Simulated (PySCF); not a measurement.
Mo(NMe)(S)(F)2 (CH₃F₂MoNS), SMILES C[N]=[Mo]([F])([F])=[S], multiplicity 1. The structure is a stationary point at B3LYP-D3(BJ)/def2-SVP. The spin state was assumed, not searched. The structure was generated by enumeration; whether it is a known compound was not checked. The def2 effective core potentials stand for the cores of Mo; spin–orbit coupling is left out.

Computed equilibrium geometry at B3LYP-D3(BJ)/def2-SVP (PySCF confirms it by a frequency run) as bond lengths and angles, and its point group:
point group Cs.
Atoms: Mo1 N2 C3 H4 H5 H6 S7 F8 F9. Bonded distances (Å): Mo1–N2 1.712, Mo1–S7 2.122, Mo1–F8 1.860, Mo1–F9 1.860, N2–C3 1.423, C3–H4 1.103, C3–H5 1.107, C3–H6 1.103. Bond angles (°): N2–Mo1–S7 104.3, N2–Mo1–F8 107.5, N2–Mo1–F9 107.5, S7–Mo1–F8 110.2, S7–Mo1–F9 110.2, F8–Mo1–F9 116.3, Mo1–N2–C3 156.1, N2–C3–H4 110.3, N2–C3–H5 109.8, N2–C3–H6 110.3, H4–C3–H5 109.0, H4–C3–H6 108.5, H5–C3–H6 109.0.
Charge 0, spin multiplicity 1.
